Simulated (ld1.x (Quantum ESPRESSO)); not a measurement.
# Before and after: TM potential for Ti

ld1.x (Quantum ESPRESSO) 7.5 input, shortened:

```
&input
   title='Ti', zed=22., rel=1, dft='PZ', iswitch=3,
   config='[Ar] 3d2 4s2 4p0'
 /
 &inputp
   pseudotype=2, tm=.true., lloc=2,
   nlcc=.true., new_core_ps=.true., rcore=1.25
 /
3
4S  1  0   2.00   0.00  2.50  2.50  0.0
4P  2  1   0.00   0.00  3.95  3.95  0.0
3D  3  2   2.00   0.00  2.15  2.15  0.0
 &test
   configts(1)='3d2 4s2 4p0'
 /
```

Change: core correction Bessel-smoothed model core inside 1.48 bohr.

Cutoffs: the cutoffs (Ry, on a coarse ladder) from which the occupation-weighted sum of valence levels, in a spherical-Bessel basis at the reference potential, stays within 10 and 1 mRy of its value at 400 Ry; they do not see the model core or the augmentation charge, which bear on the density cutoff. Errors are all-electron minus pseudo energies relative to the spin-unpolarised reference configuration.

**Question.** How do hardness, ghosts and transferability respond?

**Answer.** The potential gets neither clearly harder nor softer (45 Ry and 55 Ry → 45 Ry and 55 Ry); both files keep a bound ghost (p, s); of the 8 tests that both files solve, the error grows in 2 and shrinks in 0 by more than 15 % and 0.3 meV (median size 37.6 → 41.7 meV). A wider model core is smoother and lowers the density cutoff, which this test does not measure.

| quantity | base | changed |
| --- | --- | --- |
| cutoff, loose | 45 Ry | 45 Ry |
| cutoff, tight | 55 Ry | 55 Ry |
| bound ghosts | s, p | s, p |
| tests counted (converged, no solver errors) | 8 of 9 | 8 of 9 |
| error for 3d2 4s1 4p0, meV [ΔE 7.54 eV] | -3.1 | -3.1 |
| error for 3d2 4s0 4p0, meV [ΔE 21.34 eV] | -33 | -33 |
| error for 3d1 4s0 4p0, meV [ΔE 48.53 eV] | -394 | -393 |
| error for 3d3 4s1 4p0, meV [ΔE 1.06 eV] | -123 | -122 |
| error for 3d2.5 4s1.5 4p0, meV [ΔE 0.32 eV] | -38 | -38 |
| error for 3d2 4s1 4p1, meV [ΔE 3.14 eV] | -0.9 | -0.9 |
| error for 3d2 4s2 4p0 (spin-polarised), meV [ΔE -0.67 eV] | +37 | +45 |
| error for 3d2 4s1 4p0 (spin-polarised), meV [ΔE 6.29 eV] | +40 | +50 |
| s: phases at 4.28 bohr within 0.05 rad from the reference energy up to (Ry; the scan ends near 5) | 0.8 | 0.8 |
| p: phases at 4.28 bohr within 0.05 rad from the reference energy up to (Ry; the scan ends near 5) | 1.3 | 1.3 |
| d: phases at 4.28 bohr within 0.05 rad from the reference energy up to (Ry; the scan ends near 5) | 0.3 | 0.3 |

Base: Tests not counted: 3d1 4s2 4p1 (solver errors, printed error -82.9 eV). These tests converged, but a pseudo level misses the all-electron one widely, so the file describes the atom poorly there or has found another state: 3d1 4s0 4p0: empty 4s by 3.7 eV (a node warning on the way). Changed file: Tests not counted: 3d1 4s2 4p1 (solver errors, printed error -86.2 eV). A true bound ghost makes a file unfit for plane-wave use even where its test errors are small: the radial tests pick states by their node count and pass the ghost by. Where a test does run into it, the solver fails or the error is huge.
